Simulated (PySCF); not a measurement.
HZn, charge +1, singlet, at a GFN2-xTB geometry (such geometries of metal compounds can be far from the true shape). Base run: B3LYP/6-31G*, TDDFT in PySCF.

Input for PySCF:
```python
from pyscf import gto, scf, dft, tdscf

mol = gto.Mole()
mol.atom = '''
    Zn   -0.00000000   -0.00000000   -0.04856785
    H     0.00000000    0.00000000    1.45703564
'''
mol.basis = '6-31g*'
mol.charge = 1
mol.verbose = 4
mol.build()

mf = dft.RKS(mol)
mf.xc = 'b3lyp'
mf.kernel()
td = mf.TDDFT()
td.nstates = 5
td.kernel()
td.analyze()
```

The base run was repeated with changes; each row names its change, and settings that it needs were set with it.

| change | first excitation (eV) | oscillator strength of the first | second (eV) | core-seconds (rough) |
|---|---|---|---|---|
| base | 5.94 | 0.209 | 8.08 | 10 |
| response = Tamm-Dancoff | 6.28 | 0.285 | 8.08 | 6 |
| functional = pbe0 | … | … | … | 9 |
| functional = lc_wpbe | 5.91 | 0.161 | 7.59 | 20 |
| functional = m062x | 6.19 | 0.258 | 8.47 | 20 |
| functional = camb3lyp | 5.93 | 0.199 | 7.99 | 20 |
| functional = wb97x | 6.21 | 0.210 | 8.44 | 20 |
| nstates = 15 | 5.94 | 0.209 | 8.08 | 7 |
| functional = hf | … | … | … | 1 |
| states = triplets; response = Tamm-Dancoff | … | - | … | 5 |

Task: Fill in the missing entries.

Result: 
- functional = pbe0, first excitation (eV): 6.06
- functional = pbe0, oscillator strength of the first: 0.224
- functional = pbe0, second (eV): 8.56
- functional = hf, first excitation (eV): 6.44
- functional = hf, oscillator strength of the first: 0.275
- functional = hf, second (eV): 8.81
- states = triplets; response = Tamm-Dancoff, first excitation (eV): 3.62
- states = triplets; response = Tamm-Dancoff, second (eV): 7.42

An iterative solver can miss low states, so a row lists the states that it found.
